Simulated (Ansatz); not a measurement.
Gas-phase electronic energies from Ansatz, PBE0-D4/def2-TZVP geometries. CCSD(T)/CBS is the MP2 limit (def2-TZVPP, def2-QZVPP) plus CCSD(T) − MP2 in def2-TZVPP, frozen cores. Functionals use def2-TZVPP. B3LYP here is the variant with VWN-RPA as its local correlation; programs differ in this. HSE06 is defined as in plane-wave codes. Elements past krypton have def2 core potentials. For Sn outer-core shells are correlated without core-valence functions, which leaves a few kJ/mol of doubt a bond. One conformer a species, not always the lowest.

`CNB[SiH2]O` + `[OH][SnH2][OH]` → `O[SiH2][SnH2][OH]` + `CNBO`  (redistribution)

| level | ΔE (kJ/mol) | difference from CCSD(T)/CBS |
| --- | --- | --- |
| LDA (SPW92) | -130.1 | -17.1 |
| PBE-D4 | -117.9 | -4.9 |
| BLYP-D4 | -115.1 | -2.1 |
| r2SCAN-D4 | -120.2 | -7.2 |
| B97M-V | -114.2 | -1.2 |
| PBE0-D4 | -123.9 | -10.9 |
| B3LYP-D4 | -121.2 | -8.2 |
| r2SCANh-D4 | -122.8 | -9.8 |
| r2SCAN0-D4 | -126.3 | -13.3 |
| BHLYP-D4 | -127.3 | -14.3 |
| CAM-B3LYP-D4 | -121.0 | -8.0 |
| ωB97X-V | -114.9 | -1.9 |
| ωB97M-V | -120.8 | -7.8 |
| B2PLYP | -117.5 | -4.5 |
| PBE-QIDH | -122.4 | -9.4 |
| PBE | -118.0 | -5.0 |
| revPBE | -115.0 | -2.0 |
| r2SCAN | -120.3 | -7.3 |
| PBE0 | -123.9 | -10.9 |
| B3LYP | -121.3 | -8.3 |
| r2SCANh | -122.8 | -9.8 |
| r2SCAN0 | -126.4 | -13.4 |
| HSE06 | -124.1 | -11.1 |
| BHLYP | -125.7 | -12.7 |
| CAM-B3LYP | -120.7 | -7.7 |
| LC-ωPBE | -117.1 | -4.1 |
| RPA@PBE/def2-TZVPP | -108.2 | 4.8 |
| HF/def2-SVP | -147.9 | -34.9 |
| MP2/def2-SVP | -128.4 | -15.4 |
| CCSD/def2-SVP | -131.3 | -18.3 |
| CCSD(T)/def2-SVP | -129.5 | -16.5 |
| HF/def2-TZVPP | -127.0 | -14.0 |
| MP2/def2-TZVPP | -116.0 | -3.0 |
| CCSD(T)/def2-TZVPP | -113.5 | -0.5 |
| HF/def2-QZVPP | -126.0 | -13.0 |
| MP2/def2-QZVPP | -115.3 | -2.3 |
| SCS-MP2/def2-QZVPP | -112.1 | 0.9 |
| HF/CBS(def2) | -125.8 | -12.8 |
| MP2/CBS(def2) | -115.4 | -2.4 |
| CCSD/CBS(def2) | -116.1 | -3.1 |
| CCSD(T)/CBS | -113.0 | 0 |

Largest T1 diagnostic among the species: 0.014.

At CCSD(T), def2-SVP lies −16.5 kJ/mol from the extrapolated value and def2-TZVPP −0.5 kJ/mol. From BLYP to BHLYP (50 % exact exchange), in def2-TZVPP and without D4, ΔE moves by −9.9 kJ/mol. In def2-TZVPP, CCSD(T) changes the Hartree–Fock value by +13.5 kJ/mol (the triples alone add +3.1 kJ/mol) and MP2 by +11.1 kJ/mol.

CCSD(T)/CBS has its own doubt, a few kJ/mol and more with outer-core shells, so smaller differences from it don't rank the levels.
